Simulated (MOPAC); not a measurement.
MOPAC input (PM7):

```
PM7 PRECISE GNORM=0.05 LET XYZ CHARGE=1 GEO-OK AUX(PRECISION=9) THREADS=1
ClMoO2

Mo    0.25311714 1    0.05364568 1    0.34276854 1
O     1.52642633 1   -0.74755070 1   -0.34803102 1
O    -0.54175153 1   -1.09331703 1    1.23332807 1
Cl   -1.08872461 1    0.73375431 1   -1.26345029 1
```

Output:

```
 *******************************************************************************
 **                                                                           **
 **                              MOPAC v23.2.5                                **
 **                                                                           **
 *******************************************************************************
 ** MOPAC's Digital Object Identifier: https://doi.org/10.5281/zenodo.6511958 **
 **                                                                           **
 ** Please cite the open-source release paper for use of this MOPAC version:  **
 ** J. E. Moussa and J. J. P. Stewart (2026)                                  **
 ** MOPAC: An open-source semiempirical molecular orbital program             **
 ** J. Open Source Softw., 11(119), 8025, https://doi.org/10.21105/joss.08025 **
 *******************************************************************************

                              PM7 CALCULATION RESULTS

 *******************************************************************************
 *  PM7        - The PM7 Hamiltonian to be used
 *  GEO-OK     - OVERRIDE INTERATOMIC DISTANCE AND OTHER SAFETY CHECKS
 *
 *
 *
 *                 CHARGE ON SYSTEM = +1
 *
 *
 *
 *  LET        - OVERRIDE SOME SAFETY CHECKS
 *  PRECISE    - TIGHTER CRITERIA TO BE USED
 *  XYZ        - CARTESIAN COORDINATE SYSTEM TO BE USED
 *  GNORM      - EXIT WHEN GRADIENT NORM DROPS BELOW 0.050
 *  AUX        - OUTPUT AUXILIARY INFORMATION
 *******************************************************************************
PM7 PRECISE GNORM=0.05 LET XYZ CHARGE=1 GEO-OK AUX(PRECISION=9) THREADS=1
 ClMoO2

   ATOM   CHEMICAL          X               Y               Z
  NUMBER   SYMBOL      (ANGSTROMS)     (ANGSTROMS)     (ANGSTROMS)

     1      Mo          0.25311714  *   0.05364568  *   0.34276854  *
     2       O          1.52642633  *  -0.74755070  *  -0.34803102  *
     3       O         -0.54175153  *  -1.09331703  *   1.23332807  *
     4      Cl         -1.08872461  *   0.73375431  *  -1.26345029  *

          CARTESIAN COORDINATES

    NO.       ATOM           X           Y           Z

     1        Mo          0.2531      0.0536      0.3428
     2         O          1.5264     -0.7476     -0.3480
     3         O         -0.5418     -1.0933      1.2333
     4        Cl         -1.0887      0.7338     -1.2635

 General Reference for PM7:
 "Optimization of Parameters for Semiempirical Methods VI: More Modifications to the
 NDDO Approximations and Re-optimization of Parameters", J. J. P. Stewart, J. Mol. Mod., 1:32, 19 (2013)
 https://link.springer.com/article/10.1007/s00894-012-1667-x

           Empirical Formula: O2 Mo Cl  =     4 atoms

      MOLECULAR POINT GROUP   :   Cs

      RHF CALCULATION, NO. OF DOUBLY OCCUPIED LEVELS = 12

          Geometry optimization using EF

          DIAGONAL MATRIX USED AS START HESSIAN

 CYCLE:     1  GRAD.:   145.574 HEAT:  121.7991
 CYCLE:     2  GRAD.:   209.744 HEAT:  124.1030
 CYCLE:     3  GRAD.:    72.941 HEAT:  109.7279
 CYCLE:     4  GRAD.:   229.193 HEAT:  119.5617
 CYCLE:     5  GRAD.:    44.414 HEAT:  105.4735
 CYCLE:     6  GRAD.:    17.467 HEAT:  105.0188
 CYCLE:     7  GRAD.:     1.277 HEAT:  104.8036
 CYCLE:     8  GRAD.:     0.139 HEAT:  104.8025
 CYCLE:     9  GRAD.:     0.328 HEAT:  104.8025
 CYCLE:    10  GRAD.:     0.652 HEAT:  104.8026
 CYCLE:    11  GRAD.:     0.034 HEAT:  104.8025

     GRADIENT =  0.03386 IS LESS THAN CUTOFF =  0.05000

 -------------------------------------------------------------------------------
 PM7 PRECISE GNORM=0.05 LET XYZ CHARGE=1 GEO-OK AUX(PRECISION=9) THREADS=1
 ClMoO2

     GEOMETRY OPTIMISED USING EIGENVECTOR FOLLOWING (EF).
     SCF FIELD WAS ACHIEVED

                              PM7 CALCULATION
                                                       MOPAC v23.2.5 Linux

          FINAL HEAT OF FORMATION =        104.80249 KCAL/MOL =     438.49362 KJ/MOL

          COSMO AREA              =        111.12 SQUARE ANGSTROMS
          COSMO VOLUME            =        101.84 CUBIC ANGSTROMS

          GRADIENT NORM           =          0.03386          =       0.01693 PER ATOM
          IONIZATION POTENTIAL    =         16.903619 EV
          HOMO LUMO ENERGIES (EV) =        -16.904 -7.005
          NO. OF FILLED LEVELS    =         12
          MOLECULAR WEIGHT        =        163.3918         POINT GROUP:  Cs

          MOLECULAR DIMENSIONS (Angstroms)

            Atom       Atom       Distance
           Cl     4    O     2     2.89766
            O     3   Cl     4     2.28297
            O     3   Mo     1     0.96730

          SCF CALCULATIONS        =         12

   ATOM   CHEMICAL          X               Y               Z
  NUMBER   SYMBOL      (ANGSTROMS)     (ANGSTROMS)     (ANGSTROMS)

     1      Mo          0.32977601  *   0.16228655  *   0.46678780  *
     2       O          1.37637174  *  -0.77709663  *  -0.47897808  *
     3       O         -0.62374615  *  -1.11147690  *   1.05034396  *
     4      Cl         -1.05894522  *   0.58708469  *  -1.25657363  *

                             CARTESIAN COORDINATES

   1   Mo        0.329776014     0.162286546     0.466787796
   2    O        1.376371741    -0.777096628    -0.478978078
   3    O       -0.623746151    -1.111476903     1.050343965
   4   Cl       -1.058945223     0.587084691    -1.256573628

           Empirical Formula: O2 Mo Cl  =     4 atoms

      MOLECULAR POINT GROUP   :   Cs

                  EIGENVALUES
 -36.50382 -35.00013 -30.84363 -23.53579 -22.50379 -22.06726 -20.16782 -19.64296
 -18.07860 -17.49668 -16.91027 -16.90362  -7.00499  -6.54963  -6.20964  -5.52193
  -4.31240  -4.04800  61.91860  62.02591  62.08780  62.85834  62.86529  75.72350
  76.59432  76.61820

              NET ATOMIC CHARGES AND DIPOLE CONTRIBUTIONS

  ATOM NO.   TYPE          CHARGE      No. of ELECS.   s-Pop       p-Pop       d-Pop
    1         Mo           1.419485        4.5805     0.25089     0.01204     4.31758
    2          O          -0.245568        6.2456     1.82830     4.41727
    3          O          -0.245571        6.2456     1.82829     4.41728
    4         Cl           0.071655        6.9283     1.98377     4.93966     0.00491
 DIPOLE           X         Y         Z       TOTAL
 POINT-CHG.     0.816     3.355     1.801     3.894
 HYBRID         0.300     0.790     0.564     1.016
 SUM            1.115     4.145     2.365     4.900

          ATOMIC ORBITAL ELECTRON POPULATIONS

     Atom    s        px        py        pz      x^2-y^2     xz        z^2       yz        xy
    1 Mo   0.25089   0.00405   0.00483   0.00317   0.90463   0.86535   0.91056   0.85227   0.78478
    2  O   1.82830   1.44544   1.60139   1.37044
    3  O   1.82829   1.43853   1.63036   1.34839
    4 Cl   1.98377   1.63666   1.77426   1.52874   0.00091   0.00042   0.00114   0.00139   0.00105

 **********************
 *                    *
 * JOB ENDED NORMALLY *
 *                    *
 **********************

 == MOPAC DONE ==
```

The dipole moment of an ion depends on the origin.
